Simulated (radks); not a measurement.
Values are calculated unless marked as measured or tabulated.
Ionisation of Li+, [He], to Li2+, 1s1, under several functionals. Scalar-relativistic Kohn-Sham, spin-polarised, spherical densities, finite nucleus; open shells are filled with parallel spins first; a radial shooting solver on a logarithmic mesh with Libxc functionals.

| functional | E(Li+) (hartree) | Exc (hartree) | IE (eV) | -e(HOMO) (eV) | <r> HOMO (bohr) | IE error (eV) |
|---|---|---|---|---|---|---|
| r2SCAN | -7.28244 | -1.69310 | 75.695 | 61.925 | 0.5751 | +0.054 |
| OLYP | -7.28239 | -1.69037 | 75.840 | 60.627 | 0.5782 | +0.200 |
| XLYP | -7.29091 | -1.69730 | 75.982 | 60.857 | 0.5787 | +0.342 |
| PW91 | -7.26845 | -1.67335 | 75.546 | 60.602 | 0.5786 | -0.094 |
| LDA (Slater exchange, Perdew-Wang correlation) | -7.14295 | -1.53009 | 74.568 | 59.597 | 0.5847 | -1.072 |
| SOGGA | -7.18184 | -1.57792 | 74.445 | 59.659 | 0.5815 | -1.195 |
| exchange-only LDA | -7.00942 | -1.39059 | 71.859 | 57.729 | 0.5876 | -3.781 |
| BP86 | -7.27727 | -1.68446 | 75.887 | 60.567 | 0.5770 | +0.247 |
| PBE | -7.25756 | -1.66137 | 75.368 | 60.415 | 0.5789 | -0.272 |
| exchange-only PBE | -7.21349 | -1.61531 | 74.336 | 59.588 | 0.5804 | -1.304 |

NIST Atomic Spectra Database: 75.640 eV (theoretical). Closest: r2SCAN. The Delta-SCF values span 4.12 eV, the total energies 0.28 hartree. The highest occupied level is 1s.
